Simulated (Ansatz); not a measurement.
Reaction (ligand exchange at the Si–C bond): `FC([SiH3])(Cl)Br` + `[OH][GeH]([F])[SH]` → `[OH][GeH]([F])[S][SiH3]` + `FC(Cl)Br`

Isolated molecules relaxed with PBE0-D4/def2-TZVP in Ansatz; ΔE leaves out vibrations. CBS: MP2 limit from def2 TZ/QZ plus the TZ coupled-cluster correction, frozen cores. Functionals use def2-TZVPP. B3LYP here is the variant with VWN-RPA as its local correlation; programs differ in this. For Br, Ge outer-core shells are correlated without core-valence functions, which leaves a few kJ/mol of doubt a bond. Scalar relativity is left out up to krypton. Each species was taken in one conformer, which may not be the lowest.

`FC([SiH3])(Cl)Br`:

Cartesian coordinates in Å:
```
F -1.445 1.212 0.403
C -0.906 0.030 0.032
Si 1.006 0.103 -0.046
Cl -1.566 -0.407 -1.550
Br -1.427 -1.304 1.362
H 1.476 -1.241 -0.445
H 1.367 1.127 -1.055
H 1.494 0.480 1.300
```

`[OH][GeH]([F])[SH]`:

Cartesian coordinates in Å:
```
O 0.051 1.317 -0.865
Ge 0.441 0.087 0.328
F 0.242 0.763 1.910
S -1.011 -1.570 0.331
H -0.884 1.544 -0.874
H 1.911 -0.266 0.123
H -0.752 -1.874 -0.953
```

`[OH][GeH]([F])[S][SiH3]`:

Cartesian coordinates in Å:
```
O 0.414 -1.604 0.427
Ge -1.184 -0.979 0.018
F -1.874 -0.544 1.553
S -0.918 0.780 -1.250
Si 0.993 1.418 -0.487
H 0.474 -1.853 1.354
H -2.121 -2.017 -0.602
H 0.992 1.426 0.995
H 1.133 2.801 -1.003
H 2.092 0.573 -1.005
```

`FC(Cl)Br`:

```xyz
5

F    -0.836    1.011    0.485
C    -0.006    0.017    0.141
Cl   -0.932   -1.405   -0.297
Br    1.133    0.607   -1.307
H     0.641   -0.231    0.978
```

| level | ΔE (kJ/mol) | difference from CCSD(T)/CBS |
| --- | --- | --- |
| PBE-D4 | -73.5 | 1.4 |
| r2SCAN-D4 | -76.2 | -1.3 |
| PBE0-D4 | -79.5 | -4.6 |
| B3LYP-D4 | -74.1 | 0.8 |
| ωB97X-V | -76.6 | -1.7 |
| ωB97M-V | -75.4 | -0.5 |
| B2PLYP | -75.3 | -0.4 |
| PBE | -73.4 | 1.5 |
| r2SCAN | -76.1 | -1.2 |
| PBE0 | -79.4 | -4.5 |
| B3LYP | -74.2 | 0.7 |
| HF/def2-TZVPP | -86.0 | -11.1 |
| MP2/def2-TZVPP | -77.6 | -2.7 |
| SCS-MP2/def2-TZVPP | -76.4 | -1.5 |
| CCSD/def2-TZVPP | -76.2 | -1.3 |
| CCSD(T)/def2-TZVPP | -74.6 | 0.3 |
| HF/def2-QZVPP | -85.6 | -10.7 |
| MP2/def2-QZVPP | -77.7 | -2.8 |
| SCS-MP2/def2-QZVPP | -76.7 | -1.8 |
| HF/CBS(def2) | -85.5 | -10.6 |
| MP2/CBS(def2) | -78.0 | -3.1 |
| CCSD/CBS(def2) | -76.6 | -1.7 |
| CCSD(T)/CBS | -74.9 | 0 |

Largest T1 diagnostic among the species: 0.012.

In def2-TZVPP, CCSD(T) changes the Hartree–Fock value by +11.5 kJ/mol (the triples alone add +1.6 kJ/mol) and MP2 by +8.4 kJ/mol. From PBE to PBE0 (25 % exact exchange), in def2-TZVPP and without D4, ΔE moves by −6.0 kJ/mol.
